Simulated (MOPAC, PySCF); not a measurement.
[Cd(Cl)(OH)], neutral singlet in the gas phase. 

Cartesian coordinates (Å):
```xyz
4

Cd    -0.0023     0.0467    -0.0790
Cl    -2.0846    -0.5277     0.6417
O      1.7925     0.4358    -0.7738
H      2.1293     1.2570    -0.3873
```
Charge 0, multiplicity 1.

All levels are single points at this geometry (r2SCAN-D4/def2-SVP); Pople sets use spherical d functions. Orbital energies aren't observables, and empty levels follow the basis.

B3LYP-D3(BJ)/def2-TZVP in PySCF gives gap (eV) = 5.89.

Estimate the gap (eV) from each of these levels: TPSSh-D3(BJ)/def2-TZVP in PySCF; B3LYP/6-311+G** (LANL2DZ on Cd) in PySCF; B3LYP/6-31G* (LANL2DZ on Cd) in PySCF; PBE/6-31G* (LANL2DZ on Cd) in PySCF; SVWN5/6-31G* (LANL2DZ on Cd) in PySCF; HF/6-31G* (LANL2DZ on Cd) in PySCF; PM6 in MOPAC; PM7 in MOPAC.


| level | gap (eV) |
|---|---|
| TPSSh-D3(BJ)/def2-TZVP in PySCF | 5.23 |
| B3LYP/6-311+G** (LANL2DZ on Cd) in PySCF | 5.76 |
| B3LYP/6-31G* (LANL2DZ on Cd) in PySCF | 5.57 |
| PBE/6-31G* (LANL2DZ on Cd) in PySCF | 3.68 |
| SVWN5/6-31G* (LANL2DZ on Cd) in PySCF | 3.63 |
| HF/6-31G* (LANL2DZ on Cd) in PySCF | 13.18 |
| PM6 in MOPAC | 9.43 |
| PM7 in MOPAC | 9.31 |
